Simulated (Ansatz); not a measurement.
Cd₄H₁₄Se₄. The state is a triplet with charge 0. Geometry PBE-D4/def2-SVP, loosely relaxed, that of the neutral singlet.

```
atom   x (Å)   y (Å)   z (Å)
 Cd1   0.609   2.013   2.316
 Se2   1.166   1.939  -0.844
 Cd3  -0.620  -3.387   1.686
 Se4   1.257  -0.689   1.270
 Se5   1.134  -2.509  -1.570
 Cd6  -0.436  -0.169  -2.496
 Cd7  -1.450  -0.248   1.816
 Se8  -2.389  -0.305  -0.782
  H9   1.936   2.810   2.982
 H10  -1.455   3.905  -1.141
 H11   2.598   1.556  -0.917
 H12   1.344   3.014  -1.867
 H13   0.113  -3.887   3.127
 H14  -1.398  -3.126   0.182
 H15   1.788  -1.044   2.609
 H16   2.420  -1.829  -1.894
 H17   1.103  -3.089  -2.952
 H18   0.119   0.163  -4.067
 H19  -1.133   1.716   1.985
 H20  -2.268  -1.233   2.965
 H21  -1.711   3.257  -1.468
 H22  -2.727   1.142  -0.941
```

In the def2 sets Cd takes a core potential; there is no spin–orbit coupling. Single mean-field runs in def2-TZVP are fitted with def2-universal-jkfit. At PBE-D4/def2-TZVP the gap within one spin of the charge 0 triplet nearly closes, so an electron or hole may be smeared out by delocalisation error. The geometry of the charge 0 triplet is only loosely relaxed. In the triplet geometry the species has come apart into loosely held pieces. At PBE0-D4/def2-TZVP a singlet of charge 0 lies 4.58 eV below the triplet at the same geometry.

Task: Estimate the α-spin orbital energies around the gap (eV) in Ansatz with PBE-D4/def2-TZVP, PBE0-D4/def2-TZVP.

Result: 
| orbital | PBE-D4/def2-TZVP | PBE0-D4/def2-TZVP |
| --- | --- | --- |
| HOMO−5 | -6.79 | -7.89 |
| HOMO−4 | -6.77 | -7.77 |
| HOMO−3 | -6.57 | -7.70 |
| HOMO−2 | -6.45 | -7.61 |
| HOMO−1 | -6.41 | -7.24 |
| HOMO | -2.10 | -2.50 |
| LUMO | -2.04 | -1.28 |
| LUMO+1 | -1.81 | -1.21 |
| LUMO+2 | -1.63 | -0.94 |
| LUMO+3 | -1.54 | -0.81 |
| LUMO+4 | -1.45 | -0.65 |
| LUMO+5 | -1.33 | -0.57 |
| β HOMO | -6.29 | -7.19 |
| β LUMO | -6.20 | -5.67 |
